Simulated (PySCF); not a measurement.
ClH₄MoN₃, multiplicity 1. Atoms are numbered in the order given.

```xyz
9

Mo    -0.0626    -0.2566     0.0000
N     -0.9018    -0.7353    -1.4400
H     -1.6819    -1.1130    -1.9781
N     -0.9018    -0.7353     1.4400
H     -1.6819    -1.1130     1.9781
Cl     0.1826     2.0461     0.0000
N      1.6296    -1.1891     0.0000
H      2.0538    -1.5799     0.8388
H      2.0538    -1.5799    -0.8388
```

The structure is a stationary point at r2SCAN-D4/def2-SVP. The multiplicity is an assumed one; other spin states were not compared. The def2 effective core potentials stand for the cores of Mo; spin–orbit coupling is left out. The values are those of a single conformer.

The numbers are results of PySCF with r2SCAN/def2-TZVP, not measurements.

Symmetry labels are those of the subgroup Cs that the program uses (full group Cs).

List the valence orbital energies around the gap with their symmetry. (Estimate from the structure and the level; the computed values follow.)


```tsv
orbital	symmetry	energy (eV)
HOMO−7	A'	-9.44
HOMO−6	A'	-8.87
HOMO−5	A"	-8.77
HOMO−4	A'	-7.73
HOMO−3	A"	-7.61
HOMO−2	A'	-7.43
HOMO−1	A"	-6.83
HOMO	A'	-6.67
LUMO	A'	-2.42
LUMO+1	A"	-2.23
LUMO+2	A'	-1.66
LUMO+3	A'	-1.17
```
